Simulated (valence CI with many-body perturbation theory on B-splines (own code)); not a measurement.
**Pr XXXVIII: one-electron terms**

Method: configuration interaction combined with many-body perturbation theory (CI+MBPT): four valence electrons over a frozen Dirac-Fock core [Ar], a basis of 7 s, 7 p, 8 d, 6 f, 4 g, 1 h functions for each j, with the one-electron correlation potential Σ1, the two-electron term Σ2, the three-electron term Σ3, Breit, model QED; selected CI, second order for the rest, scaled by the run's own slope (own B-spline code, finite nucleus).

No measured spectrum was set against this ion. As an estimate, large intervals hold to a few tenths of a per cent, small ones and those within an open d or f shell to about a per cent. Only levels of the ground parity were solved; by the run's estimate the other parity begins above the list, which can be wrong where configurations are misplaced.

These are the spectroscopic orbitals of the CI (the correlating ones are not listed), shaped by the core and the other valence electrons. h is the expectation value of the core's Dirac-Fock operator, without the valence repulsion; Σ1 is computed up to l = 3 at one energy for each symmetry, that of its lowest orbital but kept below the first core excitation, so for empty shells it is not the orbital's own correlation shift; Breit and QED include the response of the core.

```csv
Orbital,h (hartree),Σ1 (cm⁻¹),Breit (cm⁻¹),QED (cm⁻¹),⟨r⟩ (bohr)
4s1/2,-64.135,-7710,6201,4609,0.5033
5s1/2,-39.243,-2935,2993,2263,0.8211
6s1/2,-26.495,-1468,1641,1261,1.220
4p1/2,-61.959,-10206,9859,-83.2,0.4987
5p1/2,-38.169,-3723,4872,-36.2,0.8225
6p1/2,-25.889,-1832,2714,-19.0,1.227
4p3/2,-60.379,-9687,6070,381,0.5130
5p3/2,-37.406,-3642,3011,194,0.8400
6p3/2,-25.462,-1814,1782,110,1.248
3d3/2,-107.99,-21725,12776,-1079,0.2227
4d3/2,-57.26,-10002,4655,-303,0.4893
5d3/2,-35.908,-3861,2271,-139,0.8291
3d5/2,-107,-20547,6451,-508,0.2257
4d5/2,-56.901,-9685,2389,-112,0.4930
5d5/2,-35.73,-3716,1151,-46.2,0.8338
4f5/2,-54.06,-23692,529,-188,0.4439
5f5/2,-34.427,-9525,235,-89.6,0.7941
4f7/2,-53.938,-20435,-177,-114,0.4455
5f7/2,-34.36,-8192,-58.3,-51.3,0.7961
5g7/2,-33.613,,39.9,-22.6,0.7162
5g9/2,-33.584,,-31.8,-4.4,0.7171
```

Among the shells of the start configuration 3d4, Σ1 is largest in size for 3d3/2, where it is 0.092 % of h.

Lowest root of each symmetry, sizes in configuration state functions:

```tsv
J	Parity	Roots	Reference	Variational	Second order	Change by selected CI (cm⁻¹)	Change by second order (cm⁻¹)
0	even	5	37	4374	9081	-11181	0
1	even	4	93	11246	14257	-9391	-1
2	even	8	133	16566	20791	-9792	-1
3	even	6	136	17890	24450	-10496	-1
4	even	7	121	17536	23895	-10927	-1
5	even	2	88	13801	2038	-10253	-3
6	even	2	56	10904	1052	-10482	-1
```
